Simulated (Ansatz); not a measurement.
Cu5H6, relaxed as a doublet with UKS r2SCAN-D4/def2-SVP in Ansatz, starting from the GFN1-xTB geometry. Force threshold 0.02 eV/Å.

The relaxation made no stability test and no search for a lower SCF solution. No other spin state of charge 0 was run. The structure comes from a short search, and lower isomers may exist.

Start:

```xyz
11

Cu   -1.085    0.658    0.580
Cu    1.733    1.036   -1.417
Cu    0.940   -0.972   -0.334
Cu    0.370    2.470   -0.088
Cu   -1.082   -1.781    0.748
H     1.533    2.581   -1.150
H     0.471   -2.136    0.633
H    -1.843   -3.024    1.062
H    -2.102   -0.562    0.648
H     1.873   -0.497   -1.565
H    -0.808    2.226    0.882
```

Q: Estimate the energy that the relaxation releases and the steps that it takes.

A: 1.15 eV, in 29 steps; 4.7 min on 4 threads of AMD EPYC 7B13 on a shared host. No frequencies were taken in this run, so the end may be a saddle point.

Q: Does the start keep its bonding?

A: Bonds lost: Cu1–Cu3 (atoms count from 1). Bonds formed: Cu1–H7, Cu3–H8, Cu4–H7 (atoms count from 1). Metal–metal contacts that move far: Cu3–Cu4 3.50 to 2.86 Å. The end is the same structure that another start reached, the lowest one found.

Q: Predict the relaxed structure.

A: 
```xyz
11

Cu   -1.5882    0.7655    1.1067
Cu    2.0121    0.5160   -1.2610
Cu    0.6592   -1.2608   -0.6043
Cu    0.3361    1.5181    0.0056
Cu   -1.3171   -1.4989    0.6282
H     1.7018    2.0239   -0.8406
H    -0.0255   -0.1216    0.5511
H    -0.4151   -2.4935   -0.2481
H    -2.4161   -0.6063    1.4521
H     2.0397   -1.0535   -1.5473
H    -0.9868    2.2111    0.7576
```
Bond lengths (bridged metal pairs left out): 14 × Cu–H 1.60 to 1.89 Å.
